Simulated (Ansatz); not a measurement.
A run on `CN(C)B(O)O` with other settings.

```yaml
crystal:
  periodic: [false, false, false]
  atoms:
    - {symbol: C, position_ang: [-1.004680, -1.236535, 1.052990]}
    - {symbol: N, position_ang: [0.118734, -0.195050, 0.118598]}
    - {symbol: C, position_ang: [1.834516, -0.742057, 0.198867]}
    - {symbol: B, position_ang: [-0.358837, 1.234060, -0.807097]}
    - {symbol: O, position_ang: [0.853619, 2.117606, -1.645338]}
    - {symbol: O, position_ang: [-1.974760, 1.821582, -0.936657]}
    - {symbol: H, position_ang: [-2.293650, -0.795075, 0.976313]}
    - {symbol: H, position_ang: [-0.991046, -2.529620, 0.592454]}
    - {symbol: H, position_ang: [-0.667229, -1.271028, 2.383063]}
    - {symbol: H, position_ang: [2.623860, 0.092625, -0.528378]}
    - {symbol: H, position_ang: [2.289011, -0.753681, 1.493607]}
    - {symbol: H, position_ang: [1.971470, -2.013975, -0.297804]}
    - {symbol: H, position_ang: [0.374965, 3.053000, -2.222290]}
    - {symbol: H, position_ang: [-2.791973, 1.181774, -0.342450]}
basis:
  gaussian: {orbitals: pcseg-2}
magnetization: {spin_polarized: true, initial_magnetization: 2}
hamiltonian: {xc: {name: r2SCANh}}
output: {forces: true}
```

```sh
$ ansatz run in.yaml --threads 4 --pin off --events-out ev --progress --plain --max-ram 11315MiB
```

Shortened log:

```
Functional definition: r2SCANh
1374 factors; their error is unknown
mean field evaluation 1: about -8437.4517 eV, gradient 5.6e1 eV
mean field evaluation 2: about -8370.7966 eV, gradient 1.3e2 eV
mean field evaluation 4: about -8449.8128 eV, gradient 9.4e0 eV
mean field evaluation 8: about -8450.3082 eV, gradient 4.0e-1 eV
mean field evaluation 16: about -8450.2461 eV, gradient 1.3e-2 eV
mean field -8450.24611752 eV, -310.5408170363 hartree, gradient 2.6e-5 eV, S^2 2.008493; 3 other end points of the search recorded, 0 dependent functions left out
reference -8450.24614133 eV, -310.5408179113 hartree; 25, 23 occupied and 267, 269 virtual orbitals, 1374 factors
Total energy: -8450.24614133 eV, -310.5408179113 hartree
Atom 0 at    -1.004680    -1.236535     1.052990 Å, force    -2.534104    -2.018479     1.882624 eV/Å
Atom 1 at     0.118734    -0.195050     0.118598 Å, force     0.618540    -0.272366     0.071021 eV/Å
Atom 2 at     1.834516    -0.742057     0.198867 Å, force     3.135307    -0.604224    -0.128792 eV/Å
Atom 3 at    -0.358837     1.234060    -0.807097 Å, force    -0.888983     3.092318    -2.020189 eV/Å
Atom 4 at     0.853619     2.117606    -1.645338 Å, force    -5.840632     1.252329     0.142293 eV/Å
Atom 5 at    -1.974760     1.821582    -0.936657 Å, force     1.138485    -4.282108     2.812200 eV/Å
Atom 6 at    -2.293650    -0.795075     0.976313 Å, force     4.212708    -1.440631     0.248474 eV/Å
Atom 7 at    -0.991046    -2.529620     0.592454 Å, force     0.047239     4.253837     1.415986 eV/Å
Atom 8 at    -0.667229    -1.271028     2.383063 Å, force    -0.998421     0.188484    -4.367543 eV/Å
Atom 9 at     2.623860     0.092625    -0.528378 Å, force    -2.733234    -2.782353     2.442262 eV/Å
Atom 10 at     2.289011    -0.753681     1.493607 Å, force    -1.690120     0.092753    -4.226162 eV/Å
Atom 11 at     1.971470    -2.013975    -0.297804 Å, force    -0.654794     4.204265     1.618404 eV/Å
Atom 12 at     0.374965     3.053000    -2.222290 Å, force     1.818219    -4.426193     2.808585 eV/Å
Atom 13 at    -2.791973     1.181774    -0.342450 Å, force     4.369790     2.742368    -2.699163 eV/Å
Dipole moment:    -0.108045    -0.342080     0.259307 e Å
```

Run time 15 s (4 threads of an Arm Neoverse V2 on a shared host); peak host memory 0.99 GiB.
